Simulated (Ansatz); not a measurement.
Input for Ansatz (a quantum-chemistry and plane-wave program): R-B3LYP-D3(BJ)/def2-TZVP on C2H6FIn (SMILES C[CH2][InH][F]). Elements past Kr take the def2 small-core potentials; no spin–orbit coupling.

Ansatz 0.2 input:
```yaml
crystal:
  periodic: [false, false, false]
  atoms:
    - {symbol: C, position_ang: [-1.47141876, 0.11710806, 0.09374780]}
    - {symbol: C, position_ang: [-0.18270909, -0.66723032, -0.04539577]}
    - {symbol: In, position_ang: [1.69329106, 0.57789612, -0.12230904]}
    - {symbol: F, position_ang: [3.26628009, -0.57405379, 0.20820116]}
    - {symbol: H, position_ang: [-1.48463438, 0.69479955, 1.01752455]}
    - {symbol: H, position_ang: [-2.32100026, -0.56825070, 0.11015478]}
    - {symbol: H, position_ang: [-1.60942325, 0.80237746, -0.74190093]}
    - {symbol: H, position_ang: [0.00240482, -1.32125247, 0.80769936]}
    - {symbol: H, position_ang: [-0.16323358, -1.26303841, -0.95826021]}
    - {symbol: H, position_ang: [2.27044336, 2.20164452, -0.36946170]}
basis:
  gaussian:
    orbitals: def2-TZVP
hamiltonian:
  xc: b3lyp
  dispersion: d3bj
relax: {f_tol: 0.003, max_steps: 120}
scf: {lower_state_search: off}
```

Program output:

```
WARN ansatz: RAYON_NUM_THREADS=1 ignored (pool sized by the plan → 1); use --threads N
Functional definition: B3LYP
these checks for a lower state are left out or cut short: stability, starts, cluster_reference, orbital_swaps, neighbouring_geometries, increment
integrals: 0.09 GiB planned
1245 factors; their error is unknown
mean field: 0.82 GiB planned
mean field evaluation 1: about -10053.6627 eV, gradient 8.0e1 eV
mean field evaluation 2: about -10016.1929 eV, gradient 1.6e2 eV
mean field evaluation 4: about -10066.9000 eV, gradient 1.3e1 eV
mean field evaluation 8: about -10067.2316 eV, gradient 2.9e-1 eV
mean field evaluation 16: about -10067.2602 eV, gradient 1.6e-4 eV
mean field -10067.26018567 eV, -369.9649879892 hartree, gradient 6.5e-6 eV, S^2 0.000000; 0 other end points of the search recorded, 0 dependent functions left out
the calculation of the forces begins
reference -10067.26049944 eV, -369.9649995201 hartree; 24, 24 occupied and 155, 155 virtual orbitals, 1245 factors
relax step   1: F+E_penalty+E_count = -10067.55994453 eV  Δ(F+E_penalty+E_count) = +0.000e0 eV  max|allowed force component| = 9.387e-1 eV/Å  Δτ_max = 0.0000 Å  (18 SCF iters, accepted)
these checks for a lower state are left out or cut short: stability, starts, cluster_reference, orbital_swaps, neighbouring_geometries, increment
integrals: 0.09 GiB planned
1245 factors; their error is unknown
mean field: 0.83 GiB planned
mean field -10067.29851199 eV, -369.9663964556 hartree, gradient 2.1e-6 eV, S^2 0.000000; 0 other end points of the search recorded, 0 dependent functions left out
the calculation of the forces begins
reference -10067.29882396 eV, -369.9664079203 hartree; 24, 24 occupied and 155, 155 virtual orbitals, 1245 factors
relax step   2: F+E_penalty+E_count = -10067.60251684 eV  Δ(F+E_penalty+E_count) = -4.257e-2 eV  max|allowed force component| = 1.641e-1 eV/Å  Δτ_max = 0.1123 Å  (22 SCF iters, accepted)
these checks for a lower state are left out or cut short: stability, starts, cluster_reference, orbital_swaps, neighbouring_geometries, increment
integrals: 0.09 GiB planned
1245 factors; their error is unknown
mean field: 0.82 GiB planned
mean field evaluation 32: about -10067.3069 eV, gradient 4.4e-1 eV
mean field -10067.30711834 eV, -369.9667127330 hartree, gradient 1.9e-6 eV, S^2 0.000000; 0 other end points of the search recorded, 0 dependent functions left out
the calculation of the forces begins
reference -10067.30743060 eV, -369.9667242084 hartree; 24, 24 occupied and 155, 155 virtual orbitals, 1245 factors
relax step   3: F+E_penalty+E_count = -10067.61027957 eV  Δ(F+E_penalty+E_count) = -7.763e-3 eV  max|allowed force component| = 6.015e-2 eV/Å  Δτ_max = 0.0412 Å  (22 SCF iters, accepted)
these checks for a lower state are left out or cut short: stability, starts, cluster_reference, orbital_swaps, neighbouring_geometries, increment
integrals: 0.09 GiB planned
1245 factors; their error is unknown
mean field: 0.82 GiB planned
mean field -10067.30807769 eV, -369.9667479887 hartree, gradient 1.9e-6 eV, S^2 0.000000; 0 other end points of the search recorded, 0 dependent functions left out
the calculation of the forces begins
reference -10067.30839013 eV, -369.9667594704 hartree; 24, 24 occupied and 155, 155 virtual orbitals, 1245 factors
relax step   4: F+E_penalty+E_count = -10067.61073886 eV  Δ(F+E_penalty+E_count) = -4.593e-4 eV  max|allowed force component| = 1.262e-2 eV/Å  Δτ_max = 0.0103 Å  (23 SCF iters, accepted)
these checks for a lower state are left out or cut short: stability, starts, cluster_reference, orbital_swaps, neighbouring_geometries, increment
integrals: 0.09 GiB planned
1245 factors; their error is unknown
mean field: 0.82 GiB planned
mean field -10067.30810455 eV, -369.9667489758 hartree, gradient 1.9e-6 eV, S^2 0.000000; 0 other end points of the search recorded, 0 dependent functions left out
the calculation of the forces begins
reference -10067.30841695 eV, -369.9667604563 hartree; 24, 24 occupied and 155, 155 virtual orbitals, 1245 factors
relax step   5: F+E_penalty+E_count = -10067.61079150 eV  Δ(F+E_penalty+E_count) = -5.263e-5 eV  max|allowed force component| = 5.251e-3 eV/Å  Δτ_max = 0.0034 Å  (24 SCF iters, accepted)
these checks for a lower state are left out or cut short: stability, starts, cluster_reference, orbital_swaps, neighbouring_geometries, increment
integrals: 0.09 GiB planned
1245 factors; their error is unknown
mean field: 0.82 GiB planned
mean f
[...]
ster_reference, orbital_swaps, neighbouring_geometries, increment
integrals: 0.09 GiB planned
1245 factors; their error is unknown
mean field: 0.82 GiB planned
mean field -10067.30891522 eV, -369.9667787674 hartree, gradient 1.6e-6 eV, S^2 0.000000; 0 other end points of the search recorded, 0 dependent functions left out
the calculation of the forces begins
reference -10067.30922736 eV, -369.9667902381 hartree; 24, 24 occupied and 155, 155 virtual orbitals, 1245 factors
relax step  10: F+E_penalty+E_count = -10067.61153431 eV  Δ(F+E_penalty+E_count) = -1.351e-4 eV  max|allowed force component| = 5.545e-2 eV/Å  Δτ_max = 0.0724 Å  (21 SCF iters, accepted)
these checks for a lower state are left out or cut short: stability, starts, cluster_reference, orbital_swaps, neighbouring_geometries, increment
integrals: 0.09 GiB planned
1245 factors; their error is unknown
mean field: 0.82 GiB planned
mean field -10067.30897264 eV, -369.9667808776 hartree, gradient 2.0e-6 eV, S^2 0.000000; 0 other end points of the search recorded, 0 dependent functions left out
the calculation of the forces begins
reference -10067.30928480 eV, -369.9667923490 hartree; 24, 24 occupied and 155, 155 virtual orbitals, 1245 factors
relax step  11: F+E_penalty+E_count = -10067.61158918 eV  Δ(F+E_penalty+E_count) = -5.487e-5 eV  max|allowed force component| = 4.912e-2 eV/Å  Δτ_max = 0.0242 Å  (23 SCF iters, accepted)
these checks for a lower state are left out or cut short: stability, starts, cluster_reference, orbital_swaps, neighbouring_geometries, increment
integrals: 0.09 GiB planned
1245 factors; their error is unknown
mean field: 0.83 GiB planned
mean field evaluation 96: about -10067.3091 eV, gradient 2.0e-4 eV
mean field -10067.30914242 eV, -369.9667871167 hartree, gradient 2.0e-6 eV, S^2 0.000000; 0 other end points of the search recorded, 0 dependent functions left out
the calculation of the forces begins
reference -10067.30945455 eV, -369.9667985872 hartree; 24, 24 occupied and 155, 155 virtual orbitals, 1245 factors
relax step  12: F+E_penalty+E_count = -10067.61173912 eV  Δ(F+E_penalty+E_count) = -1.499e-4 eV  max|allowed force component| = 3.696e-2 eV/Å  Δτ_max = 0.0068 Å  (23 SCF iters, accepted)
these checks for a lower state are left out or cut short: stability, starts, cluster_reference, orbital_swaps, neighbouring_geometries, increment
integrals: 0.09 GiB planned
1245 factors; their error is unknown
mean field: 0.83 GiB planned
mean field -10067.30918161 eV, -369.9667885570 hartree, gradient 2.0e-6 eV, S^2 0.000000; 0 other end points of the search recorded, 0 dependent functions left out
the calculation of the forces begins
reference -10067.30949366 eV, -369.9668000246 hartree; 24, 24 occupied and 155, 155 virtual orbitals, 1245 factors
relax step  13: F+E_penalty+E_count = -10067.61180406 eV  Δ(F+E_penalty+E_count) = -6.495e-5 eV  max|allowed force component| = 1.902e-2 eV/Å  Δτ_max = 0.0079 Å  (24 SCF iters, accepted)
these checks for a lower state are left out or cut short: stability, starts, cluster_reference, orbital_swaps, neighbouring_geometries, increment
integrals: 0.09 GiB planned
1245 factors; their error is unknown
mean field: 0.83 GiB planned
mean field -10067.30921513 eV, -369.9667897888 hartree, gradient 1.9e-6 eV, S^2 0.000000; 0 other end points of the search recorded, 0 dependent functions left out
the calculation of the forces begins
reference -10067.30952715 eV, -369.9668012555 hartree; 24, 24 occupied and 155, 155 virtual orbitals, 1245 factors
relax step  14: F+E_penalty+E_count = -10067.61184925 eV  Δ(F+E_penalty+E_count) = -4.518e-5 eV  max|allowed force component| = 4.195e-3 eV/Å  Δτ_max = 0.0193 Å  (23 SCF iters, accepted)
these checks for a lower state are left out or cut short: stability, starts, cluster_reference, orbital_swaps, neighbouring_geometries, increment
integrals: 0.09 GiB planned
1245 factors; their error is unknown
mean field: 0.82 GiB planned
mean field -10067.30924495 eV, -369.9667908846 hartree, gradient 1.9e-6 eV, S^2 0.000000; 0 other end points of the search recorded, 0 dependent functions left out
the calculation of the forces begins
reference -10067.30955701 eV, -369.9668023525 hartree; 24, 24 occupied and 155, 155 virtual orbitals, 1245 factors
relax step  15: F+E_penalty+E_count = -10067.61187885 eV  Δ(F+E_penalty+E_count) = -2.960e-5 eV  max|allowed force component| = 2.307e-3 eV/Å  Δτ_max = 0.0289 Å  (23 SCF iters, accepted)
these checks for a lower state are left out or cut short: stability, starts, cluster_reference, orbital_swaps, neighbouring_geometries, increment
integrals: 0.09 GiB planned
1245 factors; their error is unknown
mean field: 0.82 GiB planned
mean field -10067.30925855 eV, -369.9667913844 hartree, gradient 1.9e-6 eV, S^2 0.000000; 0 other end points of the search recorded, 0 dependent functions left out
the calculation of the forces begins
reference -10067.30957065 eV, -369.9668028540 hartree; 24, 24 occupied and 155, 155 virtual orbitals, 1245 factors
relax step  16: F+E_penalty+E_count = -10067.61189155 eV  Δ(F+E_penalty+E_count) = -1.271e-5 eV  max|allowed force component| = 1.845e-3 eV/Å  Δτ_max = 0.0273 Å  (23 SCF iters, accepted)
these checks for a lower state are left out or cut short: stability, starts, cluster_reference, orbital_swaps, neighbouring_geometries, increment
integrals: 0.09 GiB planned
1245 factors; their error is unknown
mean field: 0.82 GiB planned
mean field evaluation 128: about -10067.2778 eV, gradient 5.0e-1 eV
mean field -10067.30925827 eV, -369.9667913741 hartree, gradient 1.9e-6 eV, S^2 0.000000; 0 other end points of the search recorded, 0 dependent functions left out
the calculation of the forces begins
reference -10067.30957037 eV, -369.9668028436 hartree; 24, 24 occupied and 155, 155 virtual orbitals, 1245 factors
relax step  17: F+E_penalty+E_count = -10067.61189379 eV  Δ(F+E_penalty+E_count) = -2.241e-6 eV  max|allowed force component| = 1.268e-3 eV/Å  Δτ_max = 0.0070 Å  (23 SCF iters, accepted)
these checks for a lower state are left out or cut short: stability, starts, cluster_reference, orbital_swaps, neighbouring_geometries, increment
integrals: 0.09 GiB planned
1245 factors; their error is unknown
mean field: 0.82 GiB planned
mean field -10067.30926245 eV, -369.9667915277 hartree, gradient 1.9e-6 eV, S^2 0.000000; 0 other end points of the search recorded, 0 dependent functions left out
the calculation of the forces begins
reference -10067.30957456 eV, -369.9668029974 hartree; 24, 24 occupied and 155, 155 virtual orbitals, 1245 factors
relax step  18: F+E_penalty+E_count = -10067.61189370 eV  Δ(F+E_penalty+E_count) = +9.487e-8 eV  max|allowed force component| = 2.154e-3 eV/Å  Δτ_max = 0.0031 Å  (24 SCF iters, accepted)
Total energy: -10067.61220581 eV, -369.9779244907 hartree
Atom 0 at    -1.458499     0.122988     0.054013 Å, force     0.000463     0.000225    -0.000182 eV/Å
Atom 1 at    -0.132224    -0.634631     0.023263 Å, force    -0.000292    -0.000133    -0.001036 eV/Å
Atom 2 at     1.659605     0.573674    -0.082054 Å, force     0.000705    -0.000172     0.002154 eV/Å
Atom 3 at     3.229002    -0.647144    -0.110199 Å, force    -0.000599     0.000063    -0.000375 eV/Å
Atom 4 at    -1.530342     0.786276     0.918139 Å, force    -0.000073    -0.000013    -0.000101 eV/Å
Atom 5 at    -2.303927    -0.569018     0.106878 Å, force     0.000081     0.000044     0.000150 eV/Å
Atom 6 at    -1.599515     0.736567    -0.837878 Å, force    -0.000064    -0.000139     0.000069 eV/Å
Atom 7 at    -0.004049    -1.257576     0.910549 Å, force     0.000357    -0.000088     0.000053 eV/Å
Atom 8 at    -0.072888    -1.307412    -0.834413 Å, force    -0.000428    -0.000194     0.000051 eV/Å
Atom 9 at     2.212836     2.196276    -0.148298 Å, force    -0.000150     0.000407    -0.000783 eV/Å
Dipole moment:    -0.720793     0.289378     0.020237 e Å
Checks for a lower state left out: stability, starts, cluster_reference, orbital_swaps, neighbouring_geometries, increment
```

Self-consistency was reached.

Cost: very roughly 2.2 core-minutes.
